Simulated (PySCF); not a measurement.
C4H13O2Si (SMILES CO[Si](C)(C)[OH+]C), charge +1, singlet, at a GFN2-xTB geometry; CCSD/STO-3G (PySCF).

Here is a job for PySCF.
```python
from pyscf import gto, scf, cc

mol = gto.M(
    atom='''
C    -1.92925911   -1.25907693   -1.24851295
O    -0.71176620   -0.69115624   -0.80831918
Si   -0.25509968    0.32541663    0.33612561
C    -0.67182486    2.15085049    0.10822801
C    -0.15494364   -0.39030605    2.08187208
O     1.50194188    0.37773446   -0.26872542
C     2.29303448   -0.78210972   -0.55217992
H    -1.70501146   -1.86462644   -2.12530813
H    -2.35820402   -1.88700176   -0.46860548
H    -2.63845515   -0.47748127   -1.51639121
H    -1.72082946    2.33510923    0.32315598
H    -0.10582627    2.80072822    0.77014024
H    -0.49671958    2.48136616   -0.91466738
H    -1.13694046   -0.43139931    2.54604367
H     0.47237155    0.20273905    2.74247402
H     0.23398734   -1.40799559    2.08081981
H     2.05104430    1.10996727    0.03932282
H     2.76587305   -1.16432243    0.35197743
H     1.61742256   -1.52829167   -0.95968288
H     3.04923673   -0.53339660   -1.29512380
''',
    basis='sto-3g',
    charge=1,
    verbose=4,
)

mf = scf.RHF(mol)
mf.kernel()

mycc = cc.CCSD(mf)
mycc.kernel()
print('E(CCSD) = %.10f' % mycc.e_tot)
```

Output, abridged:

```
PySCF version 2.14.0

[INPUT] verbose = 4
[INPUT] num. atoms = 20
[INPUT] num. electrons = 66
[INPUT] charge = 1
[INPUT] spin (= nelec alpha-beta = 2S) = 0
[INPUT] symmetry False subgroup None
[INPUT] Mole.unit = angstrom
[INPUT] Symbol           X                Y                Z      unit          X                Y                Z       unit  Magmom
[INPUT]  1 C     -1.929259110000  -1.259076930000  -1.248512950000 AA   -3.645771341222  -2.379310567458  -2.359347538473 Bohr   0.0
[INPUT]  2 O     -0.711766200000  -0.691156240000  -0.808319180000 AA   -1.345043182722  -1.306096002884  -1.527501871433 Bohr   0.0
[INPUT]  3 Si    -0.255099680000   0.325416630000   0.336125610000 AA   -0.482068529664   0.614948307079   0.635185346352 Bohr   0.0
[INPUT]  4 C     -0.671824860000   2.150850490000   0.108228010000 AA   -1.269564989074   4.064518360987   0.204521297907 Bohr   0.0
[INPUT]  5 C     -0.154943640000  -0.390306050000   2.081872080000 AA   -0.292801044343  -0.737571539261   3.934168057579 Bohr   0.0
[INPUT]  6 O      1.501941880000   0.377734460000  -0.268725420000 AA    2.838258808214   0.713814677210  -0.507817446509 Bohr   0.0
[INPUT]  7 C      2.293034480000  -0.782109720000  -0.552179920000 AA    4.333207161384  -1.477973170160  -1.043468820284 Bohr   0.0
[INPUT]  8 H     -1.705011460000  -1.864626440000  -2.125308130000 AA   -3.222004698645  -3.523633296223  -4.016250296012 Bohr   0.0
[INPUT]  9 H     -2.358204020000  -1.887001760000  -0.468605480000 AA   -4.456359743648  -3.565916522972  -0.885536017670 Bohr   0.0
[INPUT] 10 H     -2.638455150000  -0.477481270000  -1.516391210000 AA   -4.985957625448  -0.902308829910  -2.865564084598 Bohr   0.0
[INPUT] 11 H     -1.720829460000   2.335109230000   0.323155980000 AA   -3.251896386483   4.412716915644   0.610676297715 Bohr   0.0
[INPUT] 12 H     -0.105826270000   2.800728220000   0.770140240000 AA   -0.199982667084   5.292609285141   1.455354131107 Bohr   0.0
[INPUT] 13 H     -0.496719580000   2.481366160000  -0.914667380000 AA   -0.938663966909   4.689102457164  -1.728470843273 Bohr   0.0
[INPUT] 14 H     -1.136940460000  -0.431399310000   2.546043670000 AA   -2.148506089337  -0.815226546226   4.811325237483 Bohr   0.0
[INPUT] 15 H      0.472371550000   0.202739050000   2.742474020000 AA    0.892652858536   0.383121279255   5.182524801535 Bohr   0.0
[INPUT] 16 H      0.233987340000  -1.407995590000   2.080819810000 AA    0.442171989215  -2.660726049695   3.932179555470 Bohr   0.0
[INPUT] 17 H      2.051044300000   1.109967270000   0.039322820000 AA    3.875911996350   2.097534147531   0.074309360246 Bohr   0.0
[INPUT] 18 H      2.765873050000  -1.164322430000   0.351977430000 AA    5.226742559815  -2.200250513388   0.665140944728 Bohr   0.0
[INPUT] 19 H      1.617422560000  -1.528291670000  -0.959682880000 AA    3.056485666093  -2.888052694754  -1.813537809634 Bohr   0.0
[INPUT] 20 H      3.049236730000  -0.533396600000  -1.295123800000 AA    5.762222308664  -1.007973489774  -2.447429279406 Bohr   0.0

nuclear repulsion = 428.180149387881
number of shells = 36
number of NR pGTOs = 156
number of NR cGTOs = 52
basis = sto-3g
ecp = {}

******** <class 'pyscf.scf.hf.RHF'> ********
method = RHF
initial guess = minao
damping factor = 0
level_shift factor = 0
DIIS = <class 'pyscf.scf.diis.CDIIS'>
diis_start_cycle = 1
diis_space = 8
diis_damp = 0
SCF conv_tol = 1e-09
SCF conv_tol_grad = None
SCF max_cycles = 50
direct_scf = True
direct_scf_tol = 1e-13
Set gradient conv threshold to 3.16228e-05
Initial guess from minao.
init E= -591.405990759828
  HOMO = -0.318359507040991  LUMO = 0.164491602469262  gap/eV = 13.13905
cycle= 1 E= -590.318859251944  delta_E= 1.09  |g|= 0.516  |ddm|= 5.02
  HOMO = -0.392096163927324  LUMO = 0.141122378874174  gap/eV = 14.50962
cycle= 2 E= -590.411432373725  delta_E= -0.0926  |g|= 0.165  |ddm|= 0.912
  HOMO = -0.503144995583115  LUMO = 0.135285216158958  gap/eV = 17.37257
cycle= 3 E= -590.420053441524  delta_E= -0.00862  |g|= 0.0326  |ddm|= 0.249
  HOMO = -0.498943137061848  LUMO = 0.138454498534718  gap/eV = 17.34447
cycle= 4 E= -590.420611203877  delta_E= -0.000558  |g|= 0.00549  |ddm|= 0.0722
  HOMO = -0.500149571210804  LUMO = 0.138792013129112  gap/eV = 17.38649
cycle= 5 E= -590.420627046315  delta_E= -1.58e-05  |g|= 0.00144  |ddm|= 0.0118
  HOMO = -0.500321411248109  LUMO = 0.138720025071084  gap/eV = 17.38920
cycle= 6 E= -590.420628689946  delta_E= -1.64e-06  |g|= 0.000254  |ddm|= 0.00473
  HOMO = -0.500371800618159  LUMO = 0.138784937021312  gap/eV = 17.39234
cycle= 7 E= -590.420628740612  delta_E= -5.07e-08  |g|= 6.77e-05  |ddm|= 0.000842
  HOMO = -0.500377270359142  LUMO = 0.138777389159551  gap/eV = 17.39228
cycle= 8 E= -590.420628744027  delta_E= -3.41e-09  |g|= 1.88e-05  |ddm|= 0.00021
  HOMO = -0.500380000087786  LUMO = 0.138778828875469  gap/eV = 17.39240
cycle= 9 E= -590.420628744298  delta_E= -2.72e-10  |g|= 3.59e-06  |ddm|= 6.21e-05
  HOMO = -0.500380315845743  LUMO = 0.138778586059439  gap/eV = 17.39240
Extra cycle  E= -590.420628744304  delta_E= -5.91e-12  |g|= 1.44e-06  |ddm|= 7.32e-06
converged SCF energy = -590.420628744304

******** <class 'pyscf.cc.ccsd.CCSD'> ********
CC2 = 0
CCSD nocc = 33, nmo = 52
max_cycle = 50
direct = 0
conv_tol = 1e-07
conv_tol_normt = 1e-05
diis_space = 6
diis_start_cycle = 0
diis_start_energy_diff = 1e+09
Init t2, MP2 energy = -590.745419070329  E_corr(MP2) -0.324790326024364
Init E_corr(CCSD) = -0.324790326025408
cycle = 1  E_corr(CCSD) = -0.385629659944573  dE = -0.0608393339  norm(t1,t2) = 0.0755804
cycle = 2  E_corr(CCSD) = -0.406986912554823  dE = -0.0213572526  norm(t1,t2) = 0.0251058
cycle = 3  E_corr(CCSD) = -0.415936689561513  dE = -0.00894977701  norm(t1,t2) = 0.0110733
cycle = 4  E_corr(CCSD) = -0.41830688488374  dE = -0.00237019532  norm(t1,t2) = 0.00345716
cycle = 5  E_corr(CCSD) = -0.41827245284687  dE = 3.44320369e-05  norm(t1,t2) = 0.00109085
cycle = 6  E_corr(CCSD) = -0.418253709362335  dE = 1.87434845e-05  norm(t1,t2) = 0.00024544
cycle = 7  E_corr(CCSD) = -0.418240063253764  dE = 1.36461086e-05  norm(t1,t2) = 9.60128e-05
cycle = 8  E_corr(CCSD) = -0.41823830030868  dE = 1.76294508e-06  norm(t1,t2) = 3.12707e-05
cycle = 9  E_corr(CCSD) = -0.418236909164444  dE = 1.39114424e-06  norm(t1,t2) = 1.05776e-05
cycle = 10  E_corr(CCSD) = -0.418237416471941  dE = -5.07307498e-07  norm(t1,t2) = 3.71404e-06
cycle = 11  E_corr(CCSD) = -0.418237479751605  dE = -6.32796636e-08  norm(t1,t2) = 1.22316e-06
CCSD converged
E(CCSD) = -590.8388662240559  E_corr = -0.4182374797516049
E(CCSD) = -590.8388662241
```
